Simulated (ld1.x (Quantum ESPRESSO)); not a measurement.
Building the ultrasoft potential for Zr (PBE, fully relativistic).

```json
{"Element": "zirconium (Zr)", "Generator": "ld1.x (Quantum ESPRESSO) 7.5", "Type": "ultrasoft", "Functional": "PBE", "Relativity": "fully relativistic", "Frozen core": "[Kr]", "Valence charge": "4", "Reference configuration": "4d2 5s1.5 5p0 (charge +0.5)", "Partial waves": "5s (bound): rcut 2.85, rcutus 3.25 bohr; 5s channel at -0.2 Ry: rcut 2.85, rcutus 3.25 bohr; 5p (bound, empty): rcut 3.85, rcutus 4.70 bohr; 5p channel at 1.45 Ry: rcut 3.85, rcutus 4.70 bohr; 4d (bound): rcut 1.55, rcutus 2.00 bohr; 4d channel at 0.9 Ry: rcut 1.55, rcutus 2.00 bohr", "Local potential": "all-electron potential smoothed inside 1.85 bohr (lloc = -1)", "Core correction": "none", "Augmentation charge": "built from norm-conserving waves at rcut, not smoothed further"}
```

Open shells are filled in proportion to 2j + 1 (rel_dist='average').

All-electron outer shells of the reference configuration (PBE, scalar-relativistic, ld1.x):

```
shell  level (eV)  outermost node (bohr)  outermost maximum (bohr)
   4p      -35.65                   0.56                      1.17
   5s       -7.11                   1.46                      3.08
   4d       -6.66                   0.58                      1.59
   5p       -3.77                   1.69                      3.90
```

Question: Does the generator finish with these settings?

Answer: Yes, a potential is produced and its reference levels are reproduced.

Question: What does a ghost test show?

Answer: Ghost state, extra bound levels that the all-electron valence spectrum of the same l lacks: s at -107.1 eV (p1/2, p3/2 not tested). A true bound ghost makes a file unfit for plane-wave use.

Question: Is the overlap operator S = 1 + Σ q|β⟩⟨β| positive definite (Bessel basis up to 400 Ry)?

Answer: No: its lowest eigenvalue is -0.101, in the p3/2 channel, so the generalised eigenproblem breaks down once the basis is large enough.

Its largest configuration-test error is +150 meV (4d2 5s0 5p0). Test run stopped at test 4 of 7 (negative rho).

Its overlap operator is not positive definite in a basis up to 400 Ry (lowest eigenvalue p1/2 -0.08, p3/2 -0.10), so the file is unfit for use: the generalised eigenproblem breaks down once the basis is large enough, and its test numbers describe a broken file.
